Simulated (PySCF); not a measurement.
Structure problem from calculated spectra and properties.

Formula: C7H4ClN.

| Item | Value |
| --- | --- |
| 1H NMR | chemical shifts (computed TMS as zero) by class: 7.88 (1 H), 7.74 (1 H), 7.70 (1 H), 7.58 (1 H) ppm [GIAO B97-2/pcSseg-2] |
| Rotational structure | rotational constants A, B, C: 2.801, 0.896, 0.679 GHz [PBE0-D3(BJ)/def2-TZVP] |
| 13C NMR | chemical shifts (computed TMS as zero) by class: 148.7 (1 C), 140.7 (1 C), 139.6 (1 C), 137.5 (1 C), 136.3 (1 C), 124.3 (1 C), 121.6 (1 C) ppm [GIAO B97-2/pcSseg-2] |
| Dipole | 4.03 D [B97-2/pcSseg-2] |
| NMR, other nuclei | isotropic shieldings of nuclei other than C and H, by class: -46 (1 N), 695 (1 Cl) ppm [GIAO B97-2/pcSseg-2] |

Gas-phase values; electronic properties from PySCF, density fitting. Levels stand in brackets. Isolated species at its PBE0-D3(BJ)/def2-TZVP geometry, gas phase. NMR classes are plain means over equivalent atoms (diastereotopic ones count apart unless rotation or inversion swaps them), as if these changed places fast.

Question: What is the compound? Reason from the data.

Answer: Numbering: `[N:1]#[C:2][c:3]1[cH:4][cH:5][cH:6][c:7]([Cl:8])[cH:9]1`. Its formula, C7H4ClN, gives 6 degrees of unsaturation: 1 ring and 5 π bonds in the structure found (Kekulé form). 7 carbons fall into 7 classes; from least to most shielded: aromatic C–Cl carbon [C7] (148.7 ppm), aromatic CH carbon [C9] (140.7 ppm), aromatic CH carbon [C6] (139.6 ppm), aromatic CH carbon [C4] (137.5 ppm), aromatic CH carbon [C5] (136.3 ppm), nitrile carbon [C2] (124.3 ppm), substituted aromatic carbon [C3] (121.6 ppm). Hydrogen classes from least to most shielded: 1 H on an aromatic CH carbon, C9 (7.88 ppm), 1 H on an aromatic CH carbon, C6 (7.74 ppm), 1 H on an aromatic CH carbon, C4 (7.70 ppm), 1 H on an aromatic CH carbon, C5 (7.58 ppm). The other shieldings belong to: -46 ppm, nitrile nitrogen [N1]; 695 ppm, aryl chlorine [Cl8]. The optimised geometry has point group Cs and is an asymmetric top. Structure: 3-chlorobenzonitrile (`N#CC1=CC=CC(Cl)=C1`). Computed isomers that give other values at the same levels: `N#Cc1ccc(Cl)cc1` (13C chemical shifts (computed TMS as zero) by class: 152.5 (1 C), 141.3 (2 C), 136.3 (2 C), 124.6 (1 C), 117.6 (1 C) ppm). The assignments are read from this structure; whether some other isomer fits the data as well wasn't checked.
